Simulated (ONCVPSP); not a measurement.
**PBE ONCV dataset for germanium (Ge), scalar-relativistic all-electron reference.**

* Element: germanium (Ge)
* Generator: ONCVPSP 4.0.1
* Type: optimised norm-conserving Vanderbilt (ONCV)
* Functional: PBE
* Relativity: scalar-relativistic
* Frozen core: [Ne]
* Valence charge: 22
* Reference configuration: 3s2 3p6 3d10 4s2 4p1 (charge +1)
* Partial waves: 3s+4s: rc 1.10 bohr, ncon 3, nbas 8, qcut 12.9 1/bohr, 2 projectors; 3p+4p: rc 1.25 bohr, ncon 3, nbas 7, qcut 8.6 1/bohr, 2 projectors; 3d: rc 1.00 bohr, ncon 3, nbas 8, qcut 17.5 1/bohr, 2 projectors, debl 1.7 Ha
* Local potential: polynomial inside 0.90 bohr (lpopt 5, dvloc0 6 Ha)
* Core correction: Teter function, fcfact 5, rcfact 1.75

Q: Does the generator finish with these settings?

A: Yes, a potential is produced and its reference levels are reproduced.

Q: Estimate the cutoffs (Ha) at which the residual kinetic energy of the hardest occupied pseudo-wave falls to 1 and 0.1 mHa per electron.

A: 111 Ha and 125 Ha.

Q: Does the potential have ghost states?

A: No bound ghost flagged; no localised positive-energy state flagged.

Q: Which valence shell sets the plane-wave cutoff?

A: 3d: 111 Ha for 1 mHa per electron, against 51 Ha for 3s.

Q: Tests: 3s2 3p6 3d10 4s2 4p2; 3s2 3p6 3d10 4s2 4p0; 3s2 3p6 3d10 4s1 4p0; 3s2 3p6 3d10 4s1 4p2. Which has the largest error in its energy relative to the reference configuration, and how large is it?

A: 3s2 3p6 3d10 4s1 4p0, with -6.5 meV (all-electron minus pseudo) on +50.23 eV.
